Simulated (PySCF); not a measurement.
How methods differ on the excitation energy of Ru⁺

Ru⁺ [Kr] 4d7 (4F) → Ru⁺ [Kr] 4d6 5p1 (high-spin determinant), as a difference of total energies. Computed with PySCF 2.14 in aug-cc-pVTZ-PP with one added diffuse shell each of s, p, d, f, g type with ECP28MDF (7s7p6d4f3g, 113 functions), with a scalar-relativistic core potential. Correlated levels: valence: 4s2 4p6 frozen. The calculations carry no spin-orbit coupling.

```json
{"method": "UHF", "excitation energy (cm⁻¹)": "37828"}
{"method": "LDA", "excitation energy (cm⁻¹)": "45382"}
{"method": "PBE", "excitation energy (cm⁻¹)": "45116"}
{"method": "PBE0", "excitation energy (cm⁻¹)": "45022"}
{"method": "r2SCAN", "excitation energy (cm⁻¹)": "43231"}
{"method": "PW91", "excitation energy (cm⁻¹)": "45348"}
{"method": "r2SCAN0", "excitation energy (cm⁻¹)": "43754"}
{"method": "MP2 (valence)", "excitation energy (cm⁻¹)": "45672"}
{"method": "SCS-MP2 (valence)", "excitation energy (cm⁻¹)": "48925"}
```

The determinant of the upper state mixes LS terms, which raises its energy above the lowest term, most at the Hartree-Fock and MP2 levels.
